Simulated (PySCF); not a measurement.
# CH9F3Si4

CH9F3Si4 is a molecule, neutral, singlet. The structure, one conformer, was relaxed in the gas phase by PBE0-D3(BJ)/def2-SVP. No frequency run checks that it is a minimum.

SMILES: FC(F)(F)[Si]([SiH3])([SiH3])[SiH3]

```
atom   x (Å)   y (Å)   z (Å)
 Si1   2.019  -0.305   1.134
 Si2  -0.004   0.024   0.001
 Si3  -1.811  -0.906   1.166
 Si4   0.102  -0.757  -2.204
  C5  -0.309   1.946  -0.090
  F6   0.706   2.582  -0.694
  F7  -0.443   2.487   1.131
  F8  -1.423   2.242  -0.776
  H9   2.279  -1.775   1.213
 H10   1.931   0.255   2.516
 H11   3.135   0.354   0.393
 H12  -1.864  -0.353   2.553
 H13  -3.088  -0.603   0.453
 H14  -1.620  -2.387   1.232
 H15   0.339  -2.233  -2.172
 H16  -1.185  -0.478  -2.909
 H17   1.227  -0.092  -2.928
```

Shieldings: GIAO PBE0/pcSseg-1. Shifts are against computed references at the same level: C TMS (σ 184.4 ppm), H TMS (σ 31.27 ppm), Si TMS (σ 352.0 ppm). Core levels by delta-SCF with SCAN, pcX-2 on the ionised atom and pcseg-1 elsewhere, spin-free X2C (2p3/2 is the spin-free 2p value less a third of a first-order spin-orbit splitting); from the vacuum level, for chosen atoms.

**Question.** Give the shieldings and core levels atom by atom.

**Answer.** 
```csv
atoms,bonded to,σ (ppm),δ (ppm),core level (eV)
Si1 Si3 Si4,1 Si + 3 H,455.4,-103.4,2p3/2 106.68
Si2,1 C + 3 Si,425.5,-73.5,2p3/2 106.36
C5,3 F + 1 Si,46.2,138.2,1s 297.09
F6 F7 F8,1 C,236.4,-,1s 693.47
H9 H10 H11,1 Si,27.49,3.78,-
H12 H13 H14,1 Si,27.49,3.78,-
H15 H16 H17,1 Si,27.49,3.78,-
```

Values are those of this one static structure, with the three H of a rotating XH3 group averaged; atoms that internal rotation interchanges would show their mean in an NMR spectrum.

**Question.** Which of Si1, Si2 holds its core electrons tightest, and by how much against the loosest?

**Answer.** Si1 (bonded to 1 Si + 3 H), by 0.32 eV over Si2 (bonded to 1 C + 3 Si).

**Question.** By CAM-B3LYP/def2-SVPD (TDDFT singlets, Tamm-Dancoff triplets, ionisation by delta-SCF), where does absorption start, and what does vertical ionisation take?

**Answer.** The lowest singlet lies at 6.56 eV (f 0.045), the strongest of the first 6 at 7.26 eV (f 0.167), the lowest triplet at 5.84 eV; vertical ionisation takes 11.12 eV.

The 3 runs behind this took 6.3 min in all, one thread each of Arm Neoverse V1 on a shared host, launched as `OMP_NUM_THREADS=1 python cluster_run.py task.json out`.
